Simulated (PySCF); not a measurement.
Isomers of C2H4B2. All species are isolated molecules in the gas phase. One relaxed conformer stands for each flexible species; it need not be the lowest. Strings in code marks are SMILES.

The vertical ionisation energy (Delta-SCF) from two functionals at the same geometries (CAM-B3LYP-D3(BJ)/def2-TZVP), both in PySCF: PBE-D3(BJ)/def2-TZVP and TPSSh-D3(BJ)/def2-TZVP. Delta-SCF ions had no search for a lower state. 

| species | PBE-D3(BJ)/def2-TZVP (eV) | TPSSh-D3(BJ)/def2-TZVP (eV) |
|---|---|---|
| `C1CB=B1` | 7.38 | 7.28 |
| `B=C=BC` | 9.40 | 9.21 |
| `BC1=CB1` | 10.12 | 10.12 |
| `CC1=BB1` | 10.00 | 10.00 |
| `[H]/B=C/C=B/[H]` | 7.44 | 7.33 |
| `B(C#C)B` | 9.64 | 9.71 |
| `B1B(C=1)C` | 9.85 | 9.88 |
| `C1B(B)C=1` | 10.27 | 10.32 |
| `BC#CB` | 10.54 | 10.62 |

Over these rows, drawn at random from the members with no instability flagged (it was tested for open shells, ions and some series alone), PBE minus TPSSh-D3(BJ): mean +0.02 eV, from -0.08 eV to +0.19 eV.
